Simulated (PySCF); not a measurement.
Species: C3H6N, net charge -1, singlet state. It need not be the lowest isomer of its formula. Whether it binds its extra electron was not tested at this geometry. SMILES: [NH-]C1CC1
Geometry from a B3LYP-D3(BJ)/def2-TZVP (Ansatz) optimisation:
```
C
N 1 1.3935
H 2 1.0265 1 107.04
H 1 1.1165 2 121.57 3 63.71
C 1 1.5045 4 110.63 2 -145.14
H 5 1.0846 1 114.60 4 151.38
H 5 1.0876 6 114.84 1 145.12
C 5 1.5173 6 117.15 7 144.65
H 8 1.0844 5 116.97 6 0.88
H 8 1.0907 9 115.67 5 145.42
```
Charge -1, spin multiplicity 1.

Dispersion corrections to the total energy (kcal/mol) from the dftd3 and dftd4 libraries through PySCF: D3(BJ) without and D4 with the three-body term, each with the damping fitted for the functional named.

```json
[
 {"functional": "BP86", "D3(BJ)": "?", "D4": "-5.55"},
 {"functional": "B2GP-PLYP", "D3(BJ)": "-1.99", "D4": "-1.77"},
 {"functional": "HSE06", "D3(BJ)": "-2.23", "D4": "-3.30"},
 {"functional": "PW6B95", "D3(BJ)": "?", "D4": "-3.80"},
 {"functional": "PBE", "D3(BJ)": "-3.85", "D4": "-4.37"},
 {"functional": "TPSSh", "D3(BJ)": "-4.27", "D4": "?"},
 {"functional": "BHLYP", "D3(BJ)": "-4.85", "D4": "-4.62"}
]
```

**Question.** Some entries are withheld; supply them.

**Answer.** 
- BP86, D3(BJ): -5.61
- PW6B95, D3(BJ): -1.65
- TPSSh, D4: -5.38
